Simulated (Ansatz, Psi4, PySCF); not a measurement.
hydrogen bromide (HBr), singlet, geometry from GFN2-xTB. Base run: PySCF with CAMB3LYP/cc-pVDZ.

Here is a job for PySCF.
```python
from pyscf import gto, scf, dft

mol = gto.Mole()
mol.atom = '''
    Br   -0.000000   -0.000000   -0.038935
    H     0.000000    0.000000    1.362726
'''
mol.basis = 'cc-pvdz'
mol.charge = 0
mol.spin = 0
mol.verbose = 4
mol.build()

mf = dft.RKS(mol)
mf.xc = 'camb3lyp'
mf.kernel()
```

The same geometry, method and basis name were run in Ansatz (a first-principles code) and Psi4 and PySCF, at each program's defaults and at the settings that a row names. The base is PySCF at its defaults. Differences at the defaults can come from grids, fitting, cores and function types together.

| code and settings | ΔE vs base (mEh) | basis functions | E (Eh) | SCF cycles | dipole (D) |
|---|---|---|---|---|---|
| PySCF, defaults (exact integrals, its default grid, spherical functions) | 0.000 | 32 | -2574.85197 | 7 | 1.05 |
| Psi4, defaults (density fitting with its default set, its default grid, spherical functions) | … | 32 | … | 7 | 1.05 |
| Ansatz, defaults (factorised integrals, its default grid, spherical functions) | 0.000 | 32 | -2574.85197 | - | - |
| PySCF, density fitting with def2-universal-jkfit | -0.018 | 32 | -2574.85199 | 7 | 1.05 |
| PySCF, fine grid | 0.000 | 32 | -2574.85197 | 7 | 1.05 |
| Psi4, exact integrals, spherical functions, fine grid | 0.001 | 32 | -2574.85197 | 9 | 1.05 |
| Ansatz, high accuracy | 0.000 | 32 | -2574.85197 | - | - |

### Question
Fill in the missing entries.

### Answer

- Psi4, defaults (density fitting with its default set, its default grid, spherical functions), ΔE vs base (mEh): 127.4
- Psi4, defaults (density fitting with its default set, its default grid, spherical functions), E (Eh): -2574.72453
